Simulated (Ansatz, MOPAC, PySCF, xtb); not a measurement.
Dimer: PH3 (SMILES P) (first 4 atoms) with AsH3 (SMILES [AsH3]); geometry from B3LYP-D3(BJ)/def2-TZVP, rigid monomers moved along the line of their centres of mass till P1···As5 is 4.19 Å.
(charge 0, multiplicity 1):
```xyz
8

P     -0.55176     0.17664     0.27430
H      0.71621    -0.45639     0.25560
H     -1.26417    -1.04837     0.24527
H     -0.59407     0.34278    -1.13507
As    -0.44002    -0.29229     4.43363
H     -1.80375     0.38520     4.47152
H      0.29360     1.04133     4.49210
H     -0.40490    -0.45267     5.95187
```

Interaction energies are E(AB) − E(A) − E(B) at the monomers' geometry in the complex; basis-set methods are counterpoise corrected. Rows marked so take none.

Frozen-core correlation. Filled d and f shells under p-block atoms count as core. CBS(a, b) extrapolates the correlation energy as X⁻³ and adds the Hartree–Fock energy of set b. Rows in STO-3G carry no dispersion term and start afresh at each structure; the Pople sets are all-electron and without relativity. The state that PM6 reach isn't checked.

Programs: Ansatz (Gaussian orbitals); MOPAC for PM6 (differences of heats of formation); PySCF for STO-3G rows, the dispersion terms; xtb for the GFN methods. 

```tsv
level	interaction energy (meV)
PM6	26.5
GFN1-xTB	-62.9
GFN2-xTB	-74.2
HF/STO-3G (no counterpoise)	-8.4
PBE-D4/def2-TZVPPD	-58.2
r2SCAN-D4/def2-TZVPPD	-41.2
B3LYP-D4/def2-TZVPPD	-51.8
MP2/def2-SVPD	-40.9
CCSD(T)/CBS(def2-SVPD, def2-TZVPPD)	…
```

Fill in the missing entries.


- CCSD(T)/CBS(def2-SVPD, def2-TZVPPD), interaction energy (meV): -38.4

Ansatz is a first-principles code.
